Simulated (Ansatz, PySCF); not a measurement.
C₃H₄ClNSi, SMILES Cl[Si@H]1C=CC=N1. Atoms are numbered in the order given.

```xyz
10

Cl     1.9861     0.0762    -0.7098
Si     0.3748    -0.1760     0.5641
C     -0.7936     1.2980     0.5871
C     -1.9593     0.8003     0.1273
C     -1.9053    -0.6621    -0.2359
N     -0.8133    -1.3190    -0.1063
H      0.8859    -0.6200     1.8818
H     -0.6622     2.3384     0.8887
H     -2.8876     1.3691     0.0070
H     -2.8216    -1.1500    -0.6131
```
Charge 0, spin multiplicity 1.

Geometry optimised at B3LYP-D3(BJ)/def2-SVP. The structure was generated by enumeration; whether it is a known compound was not checked.

Two levels are set side by side: PBE-D3(BJ)/def2-SVP (Ansatz, a quantum-chemistry and plane-wave program) and B3LYP-D3(BJ)/def2-SVP (Ansatz). Each level has its own optimised geometry; the coordinates shown are those of the second. Frequencies come from the Hessian of PySCF at each geometry. Differences are taken from unrounded values.

```
quantity                            B3LYP-D3(BJ)  PBE-D3(BJ)  PBE-D3(BJ) minus B3LYP-D3(BJ)
----------------------------------  ------------  ----------  -----------------------------
mean bond length (Å)                       1.464       1.472                          0.008
bond Cl1–Si2 (Å)                           2.069       2.074                          0.004
bond Si2–C3 (Å)                            1.881       1.886                          0.005
bond Si2–N6 (Å)                            1.780       1.792                          0.012
bond C3–C4 (Å)                             1.348       1.358                          0.010
bond C4–C5 (Å)                             1.508       1.507                         -0.001
bond C5–N6 (Å)                             1.281       1.292                          0.011
bond Si2–H7 (Å)                            1.481       1.497                          0.015
bond C3–H8 (Å)                             1.091       1.099                          0.008
bond C4–H9 (Å)                             1.095       1.104                          0.009
bond C5–H10 (Å)                            1.105       1.114                          0.009
highest harmonic wavenumber (cm⁻¹)          3221        3161                            -60
mean harmonic wavenumber (cm⁻¹)             1181        1146                            -36
zero-point energy (kcal/mol)               40.53       39.30                          -1.23
```

Exact exchange shortens and stiffens bonds; PBE has none. Differences between two approximate levels are no errors against the true value.
